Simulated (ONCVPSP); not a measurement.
# How hard is this aluminium (Al) ONCV potential?

aluminium, optimised norm-conserving Vanderbilt (ONCV), made with ONCVPSP 4.0.1 (PBE, scalar-relativistic). Core [Ne], reference 3s2 3p1. Waves: 3s: rc 1.75 bohr, ncon 4, nbas 8, qcut 3.5 1/bohr, 3 projectors, debl 3.9 Ha; 3p: rc 1.85 bohr, ncon 4, nbas 7, qcut 5.1 1/bohr, 1 projector. Local part: polynomial inside 1.25 bohr (lpopt 4, dvloc0 0 Ha). Core correction: Teter function, fcfact 3, rcfact 1.3.

Task: For each optimised wave give the share of its norm inside rc, the residual kinetic energy above qcut (Ha) and the cutoffs (Ha) for errors of 10, 1, 0.1 and 0.01 mHa per electron.

Result:

```tsv
wave	norm inside rc	residual KE	10 mHa	1 mHa	0.1 mHa	0.01 mHa
3s	0.214	4.8e-04	3.4	5.5	11.3	27.9
s projector 2	0.122	1.4e-01	13.1	28.8	53.2	78.1
s projector 3	0.085	3.7e-01	61.8	99.0	112.0	160.2
3p	0.117	5.1e-05	1.3	2.1	10.8	36.9
```

The occupied waves need 5.5 Ha and 11 Ha for 1 and 0.1 mHa. The cutoffs count occupied waves only; projector 2 of the s channel, the hardest unoccupied one, needs 29 Ha at the loose tolerance.
